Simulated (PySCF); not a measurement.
C3H4BrCl.

```xyz
9

Cl     1.2074     1.5694     0.0000
C     -0.2464     0.5579     0.0000
Br     0.1467    -1.3424     0.0000
C     -1.4482     1.0339     0.7616
C     -1.4482     1.0339    -0.7616
H     -2.0509     0.2761     1.2850
H     -1.3510     1.9980     1.2843
H     -2.0509     0.2761    -1.2850
H     -1.3510     1.9980    -1.2843
```
Charge 0, spin multiplicity 1.

Geometry optimised at PBE-D3(BJ)/def2-SVP.

Level of theory: PySCF with KT2/pcSseg-1. Non-relativistic, no solvent.

Computed absolute GIAO shielding of each atom: isotropic value and principal components (ppm):
| atom | σ(iso) | σ11 | σ22 | σ33 | span |
|---|---|---|---|---|---|
| Cl1 | 609.0 | 236.9 | 562.4 | 1027.8 | 790.9 |
| C2 | 103.9 | 60.6 | 96.6 | 154.4 | 93.8 |
| Br3 | 1716.1 | 727.2 | 1484.4 | 2936.6 | 2209.4 |
| C4 | 154.3 | 102.2 | 169.9 | 190.7 | 88.5 |
| C5 | 154.3 | 102.2 | 169.9 | 190.7 | 88.5 |
| H6 | 29.4 | 23.7 | 28.1 | 36.4 | 12.7 |
| H7 | 29.5 | 24.3 | 27.2 | 36.9 | 12.6 |
| H8 | 29.4 | 23.7 | 28.1 | 36.4 | 12.7 |
| H9 | 29.5 | 24.3 | 27.2 | 36.9 | 12.6 |
